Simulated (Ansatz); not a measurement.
**Pulling the pair apart**

The pair of K⁺ (SMILES [K+], atom 1) and SO₂ (SMILES O=S=O, atoms 2–4), both closed shells, in one local arrangement (a lower one may exist), relaxed at PBE0-D4/def2-TZVP:

```
4
angstrom
K -0.1530 0.5368 -2.1555
O -0.6778 0.8212 0.7575
S 0.0893 -0.3038 1.2183
O 0.7415 -1.0541 0.1796
```

SO₂ is shifted rigidly along the line between the mean atom positions of the two fragments (negative: closer). Counterpoise interaction energies in kcal/mol. Program: Ansatz 0.2.0. Basis: def2-TZVPPD. Cores are frozen in the correlated methods. The outer core shell of Li, Na, Mg and K is correlated. The def2 sets are not built for correlating such inner shells, so the correlated values are less sure here. B3LYP uses VWN-RPA correlation.

| shift (Å) | PBE-D4 | B3LYP-D4 | PBE0-D4 |
| --- | --- | --- | --- |
| -0.30 | -10.18 | -11.07 | -11.04 |
| -0.15 | -11.73 | -12.59 | -12.40 |
| 0.00 | -12.22 | -13.03 | -12.75 |
| 0.15 | -12.10 | -12.86 | -12.52 |
| 0.36 | -11.49 | -12.25 | -11.80 |
| 0.74 | -11.34 | -13.14 | -11.43 |
| 1.48 | -7.47 | -8.59 | -7.72 |
| 2.96 | -3.57 | -4.01 | -3.81 |

(1) What does CCSD(T) give at these shifts? (An estimate is asked for; the value comes from the calculation.)

The T1 diagnostic stays at or below 0.019.

Answers

(1) The calculation gives: -9.87, -11.53, -12.06, -11.94, -11.21, -9.35, -6.40, -3.47 kcal/mol. For zero shift, CCSD(T) at an estimated basis limit (MP2 extrapolated from triple and quadruple zeta, plus CCSD(T) − MP2 in triple zeta) gives -12.81 kcal/mol. These are counterpoise interaction energies, counted from the two frozen fragments.

For scale, one of the runs: CCSD(T)/def2-TZVPPD, 167 basis functions, launched by `ansatz run in.yaml --threads 2 --pin off --events-out ev --progress --plain --max-ram 5222MiB`. Hardware: 2 CPU threads of an Intel Xeon 6975P-C, shared host. Wall time 17 s; peak host memory 1.5 GiB.
